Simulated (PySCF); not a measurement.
A geometry optimisation, step by step.

Species: C4H8Si.
Numbering: `[CH2:1]=[CH:2][SiH:3]1[CH2:4][CH2:5]1` (hydrogens: H6, H7 on C1; H8 on C2; H9 on Si3; H10, H11 on C4; H12, H13 on C5)

Computed by this run: PySCF, PBE0-D3(BJ)/def2-SVP geometry optimisation, gas phase; density fitting, grid level 1; the optimiser is geomeTRIC in internal coordinates, started from a GFN2-xTB structure with every atom displaced at random (about 0.01 Å). The frame can shift and turn from step to step; on so coarse a grid that alone can change the energy by a few meV, and forces under 0.02 eV/Å are noise.

Step 0: E = -12140.3758 eV, largest atomic force 1.743 eV/Å
```
atom  x, y, z in Å  |  force x, y, z in eV/Å
C1      1.864    0.310    1.144   -1.571   0.698   0.102
C2      1.641   -0.411    0.057   -0.161  -0.620  -0.928
Si3    -0.012   -0.614   -0.827    0.540   1.049   1.284
C4     -1.557   -0.411    0.160   -1.354  -0.592  -0.017
C5     -1.268    0.772   -0.756    0.753   0.009   0.732
H6      2.805    0.428    1.612    1.382  -0.032   0.522
H7      1.052    0.888    1.600   -0.040  -0.018   0.106
H8      2.504   -0.938   -0.366    0.023  -0.123  -0.129
H9      0.006   -1.486   -1.958    0.002  -0.705  -0.904
H10    -1.556   -0.224    1.237    0.304   0.033   0.145
H11    -2.478   -0.985   -0.096    0.552   0.128   0.040
H12    -1.936    0.937   -1.566   -0.785   0.026  -1.029
H13    -1.060    1.718   -0.253    0.354   0.149   0.076
```

Step 1: E = -12140.5092 eV, largest atomic force 0.512 eV/Å
```
atom  x, y, z in Å  |  force x, y, z in eV/Å
C1      2.150    0.880    1.000    0.450  -0.097   0.223
C2      1.987    0.096   -0.071   -0.090  -0.070  -0.006
Si3     0.342   -0.363   -0.810   -0.035  -0.126  -0.312
C4     -1.246   -0.447    0.162    0.296   0.117   0.220
C5     -1.112    0.795   -0.730   -0.181   0.133  -0.145
H6      3.149    1.062    1.433   -0.275   0.064  -0.172
H7      1.311    1.337    1.529   -0.124   0.068   0.043
H8      2.884   -0.334   -0.536   -0.041  -0.010   0.015
H9      0.425   -1.281   -1.983    0.057   0.101   0.076
H10    -1.225   -0.287    1.246   -0.017   0.023   0.019
H11    -1.975   -1.201   -0.132   -0.177  -0.111  -0.076
H12    -1.818    0.900   -1.568    0.133  -0.063   0.085
H13    -0.960    1.749   -0.211    0.003  -0.030   0.030
```

Step 2: E = -12140.5232 eV, largest atomic force 0.101 eV/Å
```
atom  x, y, z in Å  |  force x, y, z in eV/Å
C1      2.125    0.858    1.009   -0.049   0.065   0.010
C2      1.972    0.079   -0.069    0.077  -0.051   0.039
Si3     0.343   -0.372   -0.840   -0.044  -0.017   0.011
C4     -1.219   -0.439    0.174    0.005  -0.065  -0.037
C5     -1.100    0.798   -0.731   -0.038   0.074   0.027
H6      3.108    1.104    1.428   -0.011  -0.064  -0.046
H7      1.268    1.303    1.528   -0.012   0.001  -0.002
H8      2.875   -0.340   -0.532    0.025   0.023  -0.017
H9      0.423   -1.277   -2.016    0.051   0.030   0.018
H10    -1.174   -0.271    1.257    0.018   0.005  -0.017
H11    -1.970   -1.188   -0.102   -0.030   0.049   0.015
H12    -1.806    0.900   -1.563   -0.010  -0.051   0.024
H13    -0.934    1.750   -0.212    0.016   0.001  -0.026
```

Step 3: E = -12140.5252 eV, largest atomic force 0.096 eV/Å
```
atom  x, y, z in Å  |  force x, y, z in eV/Å
C1      2.106    0.854    1.011    0.038   0.022  -0.046
C2      1.976    0.074   -0.070   -0.076  -0.016   0.009
Si3     0.347   -0.372   -0.846   -0.067  -0.036   0.005
C4     -1.209   -0.438    0.177   -0.042  -0.064  -0.052
C5     -1.097    0.797   -0.732    0.033   0.063   0.064
H6      3.091    1.094    1.422    0.024   0.020   0.072
H7      1.245    1.297    1.525    0.031  -0.032  -0.025
H8      2.885   -0.334   -0.530    0.004   0.027   0.015
H9      0.435   -1.271   -2.023    0.030  -0.006  -0.020
H10    -1.153   -0.265    1.258    0.025   0.006   0.001
H11    -1.978   -1.175   -0.087    0.021   0.036   0.014
H12    -1.811    0.894   -1.556   -0.020  -0.036  -0.014
H13    -0.925    1.751   -0.218    0.001   0.017  -0.022
```

Step 4: E = -12140.5268 eV, largest atomic force 0.080 eV/Å
```
atom  x, y, z in Å  |  force x, y, z in eV/Å
C1      2.110    0.854    1.012   -0.044  -0.005  -0.008
C2      1.973    0.075   -0.068   -0.008   0.004  -0.010
Si3     0.346   -0.373   -0.849   -0.047  -0.016   0.014
C4     -1.209   -0.439    0.175   -0.029  -0.011  -0.024
C5     -1.099    0.796   -0.734    0.045   0.042   0.050
H6      3.091    1.090    1.435    0.033   0.013   0.015
H7      1.247    1.294    1.526    0.009  -0.005   0.004
H8      2.884   -0.327   -0.531   -0.002  -0.006   0.001
H9      0.442   -1.269   -2.027    0.023  -0.008  -0.018
H10    -1.145   -0.264    1.256    0.026   0.002   0.009
H11    -1.986   -1.169   -0.080    0.015   0.000  -0.001
H12    -1.818    0.886   -1.556   -0.007  -0.021  -0.019
H13    -0.925    1.753   -0.227   -0.013   0.013  -0.013
```

Step 5: E = -12140.5275 eV, largest atomic force 0.037 eV/Å
```
atom  x, y, z in Å  |  force x, y, z in eV/Å
C1      2.104    0.852    1.013   -0.014  -0.022   0.004
C2      1.970    0.076   -0.069    0.015   0.007  -0.009
Si3     0.344   -0.374   -0.853   -0.010  -0.004   0.016
C4     -1.206   -0.437    0.177   -0.021   0.017  -0.010
C5     -1.098    0.798   -0.735    0.033   0.007   0.014
H6      3.085    1.088    1.439    0.003   0.006  -0.004
H7      1.240    1.285    1.530   -0.003   0.009   0.007
H8      2.882   -0.323   -0.531   -0.002  -0.005  -0.003
H9      0.447   -1.269   -2.033    0.009   0.002  -0.003
H10    -1.133   -0.261    1.256    0.020  -0.006  -0.001
H11    -1.985   -1.165   -0.074   -0.007  -0.008  -0.001
H12    -1.817    0.880   -1.557   -0.005  -0.006  -0.001
H13    -0.923    1.758   -0.233   -0.018   0.002  -0.010
```

Step 6: E = -12140.5278 eV, largest atomic force 0.028 eV/Å
```
atom  x, y, z in Å  |  force x, y, z in eV/Å
C1      2.101    0.848    1.017    0.002  -0.010   0.005
C2      1.969    0.075   -0.068    0.010   0.011   0.003
Si3     0.344   -0.374   -0.855    0.009  -0.008   0.001
C4     -1.204   -0.435    0.177   -0.020   0.015  -0.003
C5     -1.098    0.799   -0.736    0.025  -0.011  -0.004
H6      3.081    1.088    1.443   -0.007  -0.004  -0.008
H7      1.236    1.277    1.534   -0.004   0.007   0.004
H8      2.882   -0.320   -0.532   -0.003   0.000  -0.004
H9      0.453   -1.266   -2.036   -0.004   0.004   0.001
H10    -1.122   -0.259    1.256    0.009  -0.004  -0.002
H11    -1.987   -1.161   -0.069   -0.003  -0.005   0.004
H12    -1.817    0.873   -1.559    0.002   0.003   0.003
H13    -0.925    1.762   -0.241   -0.017   0.003   0.000
```

Step 7: E = -12140.5280 eV, largest atomic force under 0.02 eV/Å
```
atom  x, y, z in Å  |  force x, y, z in eV/Å
C1      2.100    0.845    1.021    0.006  -0.001   0.002
C2      1.968    0.077   -0.067    0.002   0.003   0.002
Si3     0.344   -0.373   -0.856    0.015  -0.002   0.002
C4     -1.204   -0.433    0.176   -0.014   0.005  -0.005
C5     -1.098    0.799   -0.739    0.011  -0.011  -0.005
H6      3.081    1.084    1.446   -0.008  -0.002  -0.001
H7      1.236    1.274    1.541   -0.001  -0.002  -0.002
H8      2.881   -0.317   -0.532    0.001   0.001  -0.003
H9      0.457   -1.264   -2.038   -0.008   0.004   0.002
H10    -1.117   -0.256    1.255    0.003   0.001  -0.002
H11    -1.988   -1.160   -0.066    0.000  -0.002   0.005
H12    -1.817    0.868   -1.563    0.002   0.004   0.002
H13    -0.931    1.764   -0.247   -0.009   0.002   0.002
```

**Question.** Summarise the path.

**Answer.** The energy falls by 0.1522 eV from step 0 to step 7; nine tenths of that is first reached at step 2. It falls at every step. The largest force goes from 1.743 to under 0.02 eV/Å. Among the bonds Si3–H9 changes most, from 1.429 to 1.485 Å; the atoms move by 0.040 Å rms after alignment.

**Question.** Follow the three bonds and two angles with the largest change from start to end.

**Answer.** 
```csv
step,E above end (eV),largest force (eV/Å),Si3–H9 (Å),C1–H6 (Å),C5–H12 (Å),Si3–C4–H10 (°),Si3–C5–H13 (°)
0,0.1522,1.743,1.429,1.058,1.063,123.0,122.2
1,0.0188,0.512,1.492,1.104,1.100,119.6,116.9
2,0.0048,0.101,1.486,1.096,1.096,119.8,117.1
3,0.0028,0.096,1.483,1.094,1.095,119.5,116.9
4,0.0012,0.080,1.483,1.094,1.095,119.2,116.9
5,0.0005,0.037,1.484,1.095,1.095,118.9,117.1
6,0.0002,0.028,1.485,1.096,1.096,118.6,117.4
7,0.0000,under 0.02,1.485,1.095,1.096,118.3,117.6
```

The cost below is that of the whole optimisation. On one thread, Arm Neoverse N1 (aarch64), shared host with 64 logical CPUs at a one-minute load of 61, this took 60 s and 0.47 GiB of memory at its peak.
